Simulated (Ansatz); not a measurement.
`[CH3][GeH]1[CH2][NH]1` → `[CH2]` (triplet) + `[CH2]1[NH][GeH2]1`  (formal loss of a carbene)

Isolated molecules relaxed with PBE0-D4/def2-TZVP in Ansatz; ΔE leaves out vibrations. CCSD(T)/CBS adds triple-zeta CCSD(T) − MP2 to the extrapolated MP2 energy (def2 sets, frozen cores). This one scheme is used for every species. DFT in def2-TZVPP. Triplets are unrestricted, without spin–orbit coupling. For Ge outer-core shells are correlated without core-valence functions, which leaves a few kJ/mol of doubt a bond. Scalar relativity is left out up to krypton.

CCSD(T)/CBS gives +472.1 kJ/mol.

Q: Another level gave +474.7 kJ/mol. Which?
A. BLYP-D4/def2-TZVPP
B. PBE-D4/def2-TZVPP
C. r2SCANh-D4/def2-TZVPP
D. CAM-B3LYP-D4/def2-TZVPP

A: B. PBE-D4 474.7, BLYP-D4 460.8, CAM-B3LYP-D4 465.2, r2SCANh-D4 445.8 kJ/mol.

Largest T1 diagnostic among the species: 0.012.

From r2SCAN to r2SCAN0 (25 % exact exchange), in def2-TZVPP and without D4, ΔE moves by −3.8 kJ/mol. Leaving LDA and LC-ωPBE aside and taking each functional with its dispersion term where it has one, the values, not all of them listed here, spread over 35.8 kJ/mol, from r2SCAN0-D4 to ωB97X-V. LDA lies +68.0 kJ/mol from PBE without D4.

CCSD(T)/CBS has its own doubt, a few kJ/mol and more with outer-core shells, so smaller differences from it don't rank the levels.
